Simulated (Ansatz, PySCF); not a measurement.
CH4Cl2GeO, SMILES [CH3][Ge]([OH])([Cl])[Cl]. Atoms are numbered in the order given.

```xyz
9

C      1.9317    -0.9508    -0.0713
Ge     0.1194    -0.2844    -0.1155
O     -0.9101    -1.4822    -0.9081
Cl    -0.0220     1.5944    -1.1954
Cl    -0.6474     0.0979     1.8800
H      1.9516    -1.8949     0.4911
H      2.5805    -0.2124     0.4184
H      2.2745    -1.1225    -1.1014
H     -1.8381    -1.2150    -0.9666
```

Geometry: B3LYP-D3(BJ)/def2-SVP. The structure was generated by enumeration, and PubChem lists no compound with its InChIKey, so it may never have been made. Other conformers were not sampled.

Two levels are set side by side: PBE-D3(BJ)/def2-SVP (Ansatz, a quantum-chemistry and plane-wave program) and B3LYP-D3(BJ)/def2-SVP (Ansatz). Each level has its own optimised geometry; the coordinates shown are those of the second. Frequencies come from the Hessian of PySCF at each geometry. Differences are taken from unrounded values.

```tsv
quantity	B3LYP-D3(BJ)	PBE-D3(BJ)	PBE-D3(BJ) minus B3LYP-D3(BJ)
mean bond length (Å)	1.538	1.546	0.007
bond C1–Ge2 (Å)	1.931	1.935	0.004
bond Ge2–O3 (Å)	1.767	1.781	0.013
bond Ge2–Cl4 (Å)	2.172	2.177	0.005
bond Ge2–Cl5 (Å)	2.172	2.177	0.005
bond C1–H6 (Å)	1.099	1.106	0.007
bond C1–H7 (Å)	1.098	1.105	0.007
bond C1–H8 (Å)	1.099	1.106	0.007
bond O3–H9 (Å)	0.967	0.976	0.009
highest harmonic wavenumber (cm⁻¹)	3834	3723	-111
mean harmonic wavenumber (cm⁻¹)	1106	1078	-28
zero-point energy (kcal/mol)	33.22	32.37	-0.85
```

GGA bonds tend to be longer and softer than those of functionals with exact exchange. Differences between two approximate levels are no errors against the true value.
